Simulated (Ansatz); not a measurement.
An input meant for the cluster Sn3S2 (charge 0, singlet).

```yaml
crystal:
  periodic: [false, false, false]
  atoms:
    - {symbol: Sn, position_ang: [-1.559539, 3.542966, -2.039442]}
    - {symbol: Sn, position_ang: [-0.043547, -2.785140, -2.710236]}
    - {symbol: Sn, position_ang: [1.584176, -1.967330, 3.572684]}
    - {symbol: S, position_ang: [-3.460477, -0.334788, 1.609749]}
    - {symbol: S, position_ang: [3.479387, 1.544291, -0.432776]}
basis:
  gaussian: {orbitals: def2-TZVPP, final_grid: {core_spheres: 5, valence_spheres: 4, degree: 11}, nuclear_model: gaussian}
hamiltonian: {xc: {name: r2SCAN}, dispersion: rvv10}
output: {forces: true}
```

```sh
$ ansatz run in.yaml --threads 4 --pin off --events-out ev --progress --plain --max-ram 4787MiB
```

Output, abridged:

```
Functional definition: r2SCAN+rVV10
  name "r2SCAN+rVV10"
  cite "Furness, Kaplan, Ning, Perdew & Sun, J. Phys. Chem. Lett. 11, 8208 (2020) doi:10.1021/acs.jpclett.0c02405"
  cite "Furness, Kaplan, Ning, Perdew & Sun, J. Phys. Chem. Lett. 11, 9248 (2020) doi:10.1021/acs.jpclett.0c03077"
  cite "Vydrov & Van Voorhis, J. Chem. Phys. 133, 244103 (2010) doi:10.1063/1.3521275"
  cite "Sabatini, Gorni & de Gironcoli, Phys. Rev. B 87, 041108(R) (2013) doi:10.1103/PhysRevB.87.041108"
  cite "Ning et al., Phys. Rev. B 106, 075422 (2022) doi:10.1103/PhysRevB.106.075422"
  parent "r2scan"
  parameter k0 = 0.174
  parameter k1 = 0.065
  parameter a1 = 4.9479
  exchange = r2scan_x(k0 = k0, k1 = k1, a1 = a1)
  correlation = r2scan_c + rvv10(11.95, 0.0093)
1732 factors; their error is unknown
mean field evaluation 1: about -39120.4210 eV, gradient 6.4e1 eV
mean field evaluation 2: about -38600.7276 eV, gradient 1.6e2 eV
mean field evaluation 4: about -39079.4546 eV, gradient 7.5e1 eV
mean field evaluation 8: about -39153.5261 eV, gradient 7.9e-1 eV
mean field evaluation 16: about -39153.6353 eV, gradient 3.3e-1 eV
mean field evaluation 32: about -39153.6510 eV, gradient 2.5e-5 eV
mean field evaluation 64: about -39151.3668 eV, gradient 2.0e1 eV
mean field evaluation 96: about -39153.5813 eV, gradient 3.8e0 eV
mean field evaluation 128: about -39153.1287 eV, gradient 6.1e0 eV
mean field evaluation 160: about -39153.5894 eV, gradient 3.3e0 eV
mean field -39153.65102498 eV, -1438.8701358700 hartree, gradient 2.4e-6 eV, S^2 0.000000; 10 other end points of the search recorded, 0 dependent functions left out
the calculation of the forces begins
reference -39153.65104257 eV, -1438.8701365166 hartree; 49, 49 occupied and 185, 185 virtual orbitals, 1732 factors
Total energy: -39153.65104257 eV, -1438.8701365166 hartree
Atom 0 at    -1.559539     3.542966    -2.039442 Å, force     0.159333    -0.345088     0.223880 eV/Å
Atom 1 at    -0.043547    -2.785140    -2.710236 Å, force     0.004119     0.263475     0.256385 eV/Å
Atom 2 at     1.584176    -1.967330     3.572684 Å, force    -0.161336     0.216967    -0.348556 eV/Å
Atom 3 at    -3.460477    -0.334788     1.609749 Å, force     0.351286     0.027722    -0.169552 eV/Å
Atom 4 at     3.479387     1.544291    -0.432776 Å, force    -0.353402    -0.163076     0.037842 eV/Å
Dipole moment:    -0.011007    -0.704050    -0.685115 e Å
```

Problem. What is wrong with this run?

Solution. The geometry is stretched to more than twice its size. Self-consistency was reached. The result belongs to that input, not to the species as meant. The restricted singlet is unstable towards broken spin symmetry in Hartree–Fock (as tested in another run); at RKS r2SCAN-rVV10/def2-TZVPP this wasn't settled.
